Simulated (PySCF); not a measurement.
Radial density of Mg (magnesium, neutral)

UHF, [Ne] 3s2, closed-shell 1S. All numbers are calculated (PySCF 2.14, the non-relativistic Hamiltonian (point nucleus), in aug-cc-pCVQZ (10s9p7d5f3g, 134 functions)).

```csv
r (bohr),4πr²ρ (e/bohr)
0.00224,0.06526
0.00377,0.1781
0.00633,0.4736
0.0107,1.209
0.0179,2.874
0.0301,6.075
0.0507,10.56
0.0853,13.35
0.143,10.62
0.241,7.340
0.406,10.38
0.683,9.386
1.15,2.794
1.93,0.7054
3.25,0.5963
5.46,0.1289
9.19,0.003035
```
